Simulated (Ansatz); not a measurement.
Si₄O. The state is a singlet with charge 0. Geometry relaxed at PBE0-D4/def2-SVP.

```xyz
5

O    -0.098    0.795   -1.623
Si   -0.063    0.079    1.631
Si    0.390   -2.132    0.896
Si   -0.361    1.824   -0.278
Si    0.133   -0.566   -0.626
```

The structure comes from a short search, and lower isomers may exist.

**Question.** Estimate the harmonic wavenumbers at RKS PBE0-D4/def2-SVP (Ansatz, unscaled). Is this a minimum?

**Answer.** 44, 131, 165, 306, 348, 412, 488, 704, 864 cm⁻¹. Yes, no mode is imaginary beyond noise. Zero-point energy 20.7 kJ/mol. It took 14 s on 4 threads of Intel Xeon 6975P-C on a shared host.
